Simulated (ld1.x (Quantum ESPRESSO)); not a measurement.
## Pseudopotential generation for cobalt (Co): PAW, PBE, scalar-relativistic.

ld1.x (Quantum ESPRESSO) 7.5 input, shortened:

```
&input
   title='Co', zed=27., rel=1, dft='PBE', iswitch=3,
   config='[Ar] 3d7 4s1 4p0 4f-2'
 /
 &inputp
   pseudotype=3, lpaw=.true., tm=.true., lloc=-1, rcloc=0.95,
   nlcc=.true., new_core_ps=.true., rcore=1.20,
   which_augfun='PSQ', rmatch_augfun=0.80
 /
8
3S  1  0   2.00   0.00  1.05  1.20  0.0
4S  2  0   1.00   0.00  1.05  1.20  0.0
3P  2  1   6.00   0.00  1.10  1.35  0.0
4P  3  1   0.00   0.00  1.10  1.35  0.0
3D  3  2   7.00   0.00  1.10  1.50  0.0
3D  3  2   0.00   1.20  1.10  1.50  0.0
4F  4  3  -2.00   0.30  1.30  1.75  0.0
4F  4  3  -2.00   1.40  1.30  1.75  0.0
 &test
   configts(1)='3s2 3p6 3d7 4s1 4p0'
 /
```

All-electron outer shells of the reference configuration (PBE, scalar-relativistic, ld1.x):

```csv
shell,level (eV),outermost node (bohr),outermost maximum (bohr)
2p,-778.64,–,0.17
3s,-111.23,0.31,0.66
3p,-74.47,0.28,0.68
3d,-16.96,–,0.66
4s,-12.76,0.96,2.21
4p,-7.47,1.04,2.76
```

Task: Is a potential produced?

Result: No. ld1.x (Quantum ESPRESSO) 7.5 stopped with "new_paw_hamiltonian: negative rho": the spherical valence density built from the smooth waves and the augmentation charge turned negative at some radius.
